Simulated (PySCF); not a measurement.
Working out the ionisation energy of Tc²⁺

Tc²⁺ [Kr] 4d5 (6S) → Tc³⁺ [Kr] 4d4 (5D). Calculation: PySCF 2.14, in aug-cc-pVTZ-PP with ECP28MDF; a scalar-relativistic core potential. Frozen: 4s2 4p6. Energies in hartree (1 hartree = 27.21139 eV):

```tsv
part	Tc²⁺ (lower)	Tc³⁺ (upper)
UHF	-79.122470	-78.063325
CCSD correlation	-0.065833	-0.040745
(T)	-0.000806	-0.000294
```

Question: What does Hartree-Fock give?

Answer: (-78.063325) − (-79.122470) = 1.059145 hartree = 28.821 eV.

Question: What do CCSD and CCSD(T) give?

Answer: The CCSD correlation energies differ by 0.025088 hartree = 0.683 eV and the triples by 0.000512 hartree = 0.014 eV, so CCSD gives 29.504 eV and CCSD(T) 29.518 eV.

Reference: 29.55 eV (semi-empirical (NIST evaluation); NIST Atomic Spectra Database, ionization energies), between the lowest levels; spin-orbit coupling is absent from the calculation.

What remains against the reference includes basis incompleteness, the frozen core and higher excitations.
